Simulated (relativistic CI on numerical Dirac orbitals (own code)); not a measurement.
**Ni²⁺ in a cubic cluster: 2p photoemission with charge transfer**

Computed with a charge-transfer multiplet model of a cubic metal-ligand cluster with up to 2 ligand holes, Slater and spin-orbit integrals from Dirac-Coulomb-Breit ions, Slater integrals scaled by 0.9. The ground state mixes d8 with configurations of k ligand holes L, whose averages lie at kΔ + k(k − 1)U_dd/2; a core hole lowers each added d electron by U_cd. 300 K, Lorentzian 0.6 eV and Gaussian 0.8 eV FWHM.

Atomic integrals in eV (Slater integrals scaled, ζ unscaled), ground: F2dd 10.953, F4dd 6.797, zeta_d 0.080; with the core hole: F2dd 12.575, F4dd 7.855, zeta_d 0.114, zeta_core 11.406, F2cd 7.542, G1cd 5.754, G3cd 3.273.

Cluster parameters (eV): Δ = 1.9, U_dd = 6.6, U_cd = 8.3, 10Dq(ligand) = 0.2, V(eg) = 1.55, V(t2g) = -0.81, final-state hopping factor = 1.

| Case | n_d | d8 | d9L | d10L2 | S |
| --- | --- | --- | --- | --- | --- |
| 10Dq = -0.6 eV | 8.12 | 0.88 | 0.11 | 0.00 | 1.00 |
| 10Dq = -0.3 eV | 8.24 | 0.77 | 0.23 | 0.01 | 1.00 |
| 10Dq = 0.3 eV | 8.23 | 0.78 | 0.22 | 0.01 | 1.00 |
| 10Dq = 0.6 eV | 8.22 | 0.79 | 0.21 | 0.01 | 1.00 |
| 10Dq = 0.9 eV | 8.21 | 0.80 | 0.20 | 0.00 | 1.00 |

Weights, n_d and S are thermal averages at 300 K. Binding energies count from the first peak over 30 % of the highest in each spectrum, which can be another peak from case to case. The parameters are a model scan and need not match a compound or its usual spin state. A negative ionic 10Dq is a model choice; hopping adds the covalent part of the field. Peaks in eV (height, largest 100):
- 10Dq = -0.6 eV: 0.0 (55), 5.1 (100), 7.4 (64), 10.2 (42), 18.2 (27), 21.0 (22), 24.9 (90)
- 10Dq = -0.3 eV: 0.0 (100), 4.8 (60), 7.1 (33), 8.7 (43), 11.5 (28), 17.9 (35), 22.0 (37), 26.4 (59), 28.2 (11)
- 10Dq = 0.3 eV: 0.0 (100), 4.8 (63), 8.7 (41), 11.4 (22), 17.5 (42), 22.0 (38), 26.2 (42), 28.2 (9)
- 10Dq = 0.6 eV: 0.0 (100), 4.8 (64), 8.5 (39), 11.3 (19), 17.5 (43), 22.0 (38), 26.0 (38), 28.1 (8)
- 10Dq = 0.9 eV: 0.0 (100), 4.9 (65), 7.7 (35), 8.5 (35), 11.3 (17), 17.5 (44), 22.1 (38), 25.9 (35), 28.0 (7)

For the case 10Dq = 0.3 eV, Δ = 1.9 eV is smaller than U_dd = 6.6 eV, the charge-transfer side of the Zaanen-Sawatzky-Allen scheme. With the core hole the average of the configuration with one ligand hole lies at Δ − U_cd = -6.4 eV before mixing: it lies below the unscreened one, so the lowest final states are mostly screened and the unscreened weight appears at higher binding energy as a satellite.
